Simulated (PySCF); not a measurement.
Al(Me)2(F) anion (C2H6AlF), SMILES [CH3][Al]([CH3])[F] (connectivity only; charge and spin as stated), charge -1, multiplicity 2. Geometry optimised at r2SCAN-D4/def2-SVPD. The multiplicity is an assumed one; no other spin state was optimised. The isomer is the one that the SMILES or the coordinates give; other isomers of the formula were not compared.

Calculation: PySCF with r2SCAN-D4/def2-SVPD.

Harmonic wavenumbers (cm⁻¹): 106, 119, 142, 181, 206, 506, 517, 564, 612, 614, 659, 700, 1136, 1136, 1402, 1406, 1408, 1418, 2949, 2952, 3041, 3044, 3073, 3073. Rotational constants (GHz): 5.491, 4.952, 2.937; symmetry number 1.

Problem. Work out the zero-point energy and the ideal-gas rigid-rotor harmonic-oscillator thermochemistry at 298.15 K and 1 atm.

Solution. ZPE = ½ Σ hcν = ½ × 30962 cm⁻¹ = 185.19 kJ/mol. H − E(el) = 206.81 kJ/mol. Entropy in J/(mol K): translation 162.77, rotation 107.95, vibration 71.61, spin 5.76, total 348.09. G − E(el) = 103.03 kJ/mol. Cp = 107.35 J/(mol K). Modes under 150 cm⁻¹ make the vibrational entropy uncertain.
